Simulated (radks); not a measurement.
Species: Nb10+. Configuration: [Ar] 3d10 4s2 4p1. Calculated with a radial shooting solver on a logarithmic mesh with Libxc functionals: Dirac Kohn-Sham, PBE, spin-unpolarised, spherical densities, finite nucleus; open shells fill j = l - 1/2 first; Fermi nuclear charge, rms radius 4.324 fm. Some entries of the table are withheld. Estimate them.

orbital  occ.  eigenvalue (eV)  <r^2> (bohr^2)  <r> (bohr)
1s1/2       2        -18989.59        0.001757     0.03609
2s1/2       2        -2815.646         0.02936      0.1577
2p1/2       2              (1)         0.02221      0.1345
2p3/2       4              (2)         0.02358      0.1390
3s1/2       2        -619.5101             (3)      0.4408
3p1/2       2        -538.1272          0.2210         (4)
3p3/2       4        -522.4019          0.2312         (5)
3d3/2       4        -378.8222          0.2165         (6)
3d5/2       6        -375.8607          0.2197         (7)
4s1/2       2        -216.3025           1.209       1.038
4p1/2       1        -190.2836           1.338       1.089
4p3/2       0        -187.1274           1.381       1.107

Answer. 
(1) 2p1/2 eigenvalue (eV): -2599.927
(2) 2p3/2 eigenvalue (eV): -2504.026
(3) 3s1/2 <r^2> (bohr^2): 0.2227
(4) 3p1/2 <r> (bohr): 0.4357
(5) 3p3/2 <r> (bohr): 0.4459
(6) 3d3/2 <r> (bohr): 0.4247
(7) 3d5/2 <r> (bohr): 0.4280
